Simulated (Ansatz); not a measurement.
`C1O[SiH2][SiH2]S1` → `O=C([SiH3])[SiH2]S`  (isomerisation)

Calculated with Ansatz (gas phase, PBE0-D4/def2-TZVP geometries, no zero-point term in ΔE). CBS: MP2 limit from def2 TZ/QZ plus the TZ coupled-cluster correction, frozen cores. Functionals use def2-TZVPP. HSE06 is defined as in plane-wave codes. Each species was taken in one conformer, which may not be the lowest.

CCSD(T)/CBS gives +156.1 kJ/mol.

(1) Another level gave +151.7 kJ/mol. Which?
A. HSE06-D4/def2-TZVPP
B. BLYP/def2-TZVPP
C. CCSD/def2-TZVPP
D. revPBE/def2-TZVPP

Largest T1 diagnostic among the species: 0.016.

## Answers

(1) C. CCSD/def2-TZVPP 151.7, HSE06-D4 165.5, BLYP 117.9, revPBE 132.3 kJ/mol.

At CCSD(T), def2-SVP lies −36.9 kJ/mol from the extrapolated value and def2-TZVPP −6.4 kJ/mol. From PBE to PBE0 (25 % exact exchange), in def2-TZVPP and without D4, ΔE moves by +18.6 kJ/mol.

CCSD(T)/CBS has its own doubt, a few kJ/mol and more with outer-core shells, so smaller differences from it don't rank the levels.
